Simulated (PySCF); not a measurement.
The dipole of `[H]/N=C\[C@H]1C=C(N=C)C1` from its density and from atomic charges.

Coordinates (GFN2-xTB, Å) and charges (e) from the PBE0/pcSseg-1 density (PySCF):

```tsv
atom	x	y	z	Mulliken	IAO	Hirshfeld	ESP-fitted
C1	3.018	-0.269	1.027	+0.0139	-0.1142	+0.0131	+0.1744
N2	2.286	0.622	0.512	-0.3884	-0.2417	-0.1484	-0.5990
C3	0.989	0.366	0.180	+0.0437	+0.0990	+0.0386	+0.6316
C4	0.038	1.137	-0.368	-0.0111	-0.1529	-0.0390	-0.5319
C5	-1.012	0.054	-0.334	-0.3227	-0.1435	-0.0322	+0.2727
C6	-2.153	0.341	0.591	+0.1344	+0.0451	+0.0486	+0.3152
N7	-3.381	0.290	0.351	-0.3391	-0.4307	-0.2395	-0.7407
C8	0.094	-0.860	0.275	-0.0922	-0.2967	-0.0768	-0.5947
H9	4.037	-0.010	1.271	+0.1229	+0.1603	+0.0564	+0.0851
H10	2.696	-1.291	1.248	+0.0991	+0.1134	+0.0464	+0.0452
H11	-0.011	2.158	-0.697	+0.0720	+0.1586	+0.0578	+0.2155
H12	-1.378	-0.266	-1.314	+0.1295	+0.1367	+0.0419	+0.0078
H13	-1.867	0.638	1.597	+0.1032	+0.1385	+0.0435	+0.0424
H14	-3.627	0.013	-0.600	+0.1559	+0.2386	+0.1054	+0.3518
H15	0.378	-1.695	-0.363	+0.1425	+0.1477	+0.0434	+0.1706
H16	-0.116	-1.220	1.281	+0.1362	+0.1418	+0.0408	+0.1539
```

What dipole does each set of charges give (1 e·Å = 4.803 D), and what does the density give?

The full density gives (1.91, -1.96, -0.76) D, 2.84 D in size; dipole vectors point from the negative to the positive end.

```tsv
scheme	μx	μy	μz	size (D)	share of the full size (%)	angle to the full dipole (°)
Mulliken	1.13	-2.79	0.59	3.07	108	35
IAO	1.68	-1.41	-0.31	2.21	78	9
Hirshfeld	1.49	-0.75	-0.14	1.67	59	22
ESP-fitted	1.92	-2.00	-0.72	2.86	101	1
```

Which set comes closest?

Length of the difference vector: ESP-fitted 0.06 D, IAO 0.75 D, Hirshfeld 1.42 D, Mulliken 1.77 D. Closest: ESP-fitted. The schemes that divide the density aren't constrained to reproduce the dipole.

What is left for the Hirshfeld atoms' own dipoles?

The shares of the density sum to the whole, so what Σ q r misses lies in dipoles about the nuclei. The atomic dipoles sum to (1.91, -1.96, -0.76) − (1.49, -0.75, -0.14) = (0.42, -1.21, -0.62) D, 1.42 D in size.

With the origin at the mean of the coordinates, (0.000, 0.001, 0.291) Å, which are the largest single terms, by size, of the IAO dipole along the direction of the full one?

N7 +5.14, H14 -2.53, H9 +1.89, H13 -1.36, H10 +1.33 D; all 16 atoms together +2.18 D. The single terms depend on the origin, their sum doesn't.

Give the size of the full dipole in other units.

2.84 D = 1.117 au = 0.591 e·Å = 9.47 × 10⁻³⁰ C·m.

Geometry: GFN2-xTB, one conformer, isolated molecule.

Conformer computed: `[H]/[N:7]=[CH:6]\[C@H:5]1[CH:4]=[C:3]([N:2]=[CH2:1])[CH2:8]1`: C1–N2–C3–C4 180°, C4–C5–C6–N7 129°.
